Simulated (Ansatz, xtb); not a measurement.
# A geometry optimisation of CH3BI with r2SCAN-D4/def2-SVP

The starting geometry of this gas-phase doublet has its atoms placed at random.

```xyz
6

C    -0.4324    1.1832   -0.7850
B     1.5370   -0.1435    0.4462
I    -1.5982   -0.2301   -0.3451
H     1.2845   -1.4318    0.2845
H    -0.0509    0.9839    0.5356
H     0.2748   -0.3211    0.7264
```

Problem. Guess where an optimisation with r2SCAN-D4/def2-SVP ends from this start.

Solution. It ends as `B[CH]I`. Distances that change by over a tenth: C1–I3 (1.88 → 2.07 Å), I3–H5 (2.15 → 2.67 Å), I3–H6 (2.16 → 4.27 Å). Contacts that close: C1–B2 (2.67 → 1.52 Å), C1–H5 (1.39 → 1.10 Å).

The energy falls by 9.41 eV over 30 steps:

| step | E − E(last) (eV) |
| --- | --- |
| 1 | 9.409 |
| 4 | 5.519 |
| 7 | 4.499 |
| 11 | 3.056 |
| 14 | 3.019 |
| 17 | 1.601 |
| 20 | 0.452 |
| 24 | 0.176 |
| 27 | 0.002 |
| 30 | 0.000 |

Final geometry (Å):

```xyz
6

C    -0.2529    0.5180    0.0122
B     0.8231   -0.4358    0.5062
I    -1.6498   -0.0060   -1.4289
H     0.9160   -1.5592    0.0780
H    -0.4095    1.5497    0.3458
H     1.5879   -0.0260    1.3493
```

From the same start GFN2-xTB reaches the same bonding as this run.

From so rough a start the end depends on the optimiser's path, so another program may land elsewhere. The end wasn't checked by frequencies. Open shells are spin-unrestricted. Atoms past krypton carry core potentials, without spin–orbit terms. Run with Ansatz 0.2.0, 4 min on 1 thread of Arm Neoverse V1, on a shared host.
